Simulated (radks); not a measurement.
Initial-state core-level shifts of the argon ion Ar3+ when its valence configuration changes from [Ne] 3s2 3p3. All-electron calculation, non-relativistic Kohn-Sham, r2SCAN, spin-polarised, spherical densities, point nucleus; open shells are filled with parallel spins first; meta-GGA in the generalised Kohn-Sham scheme. Program: a radial shooting solver on a logarithmic mesh with Libxc functionals. Shifts are changes of the shell-averaged eigenvalues in eV (positive: less bound); the change of the density at the nucleus, which sets a Mossbauer isomer shift, is in e/bohr^3, on a base of 3849.

valence          1s      2s      2p  density at nucleus
3s1.5 3p3.5  -0.549  -0.551  -0.548             -8.8938
3s1 3p4      -1.116  -1.114  -1.110            -17.5547
3p5          -2.664  -2.595  -2.600            -35.8810
3s0.5 3p4.5  -1.959  -1.910  -1.913            -26.7370
